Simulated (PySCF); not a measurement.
tellurium hexafluoride (F6Te), SMILES F[Te](F)(F)(F)(F)F. Coordinates come from a r2SCAN-D4/def2-SVP optimisation. The def2 effective core potentials stand for the cores of Te; spin–orbit coupling is left out.

Method: r2SCAN-D4/def2-SVP (PySCF).

Harmonic wavenumbers (cm⁻¹): 184, 184, 184, 277, 277, 277, 299, 299, 299, 650, 650, 650, 724, 724, 724. Rotational constants (GHz): 1.871, 1.871, 1.871; symmetry number 24.

Problem. Work out the zero-point energy and the ideal-gas rigid-rotor harmonic-oscillator thermochemistry at 298.15 K and 1 atm.

Solution. ZPE = ½ Σ hcν = ½ × 6403 cm⁻¹ = 38.30 kJ/mol. H − E(el) = 61.56 kJ/mol. Entropy in J/(mol K): translation 177.18, rotation 91.93, vibration 74.17, total 343.28. G − E(el) = -40.79 kJ/mol. Cp = 120.68 J/(mol K).
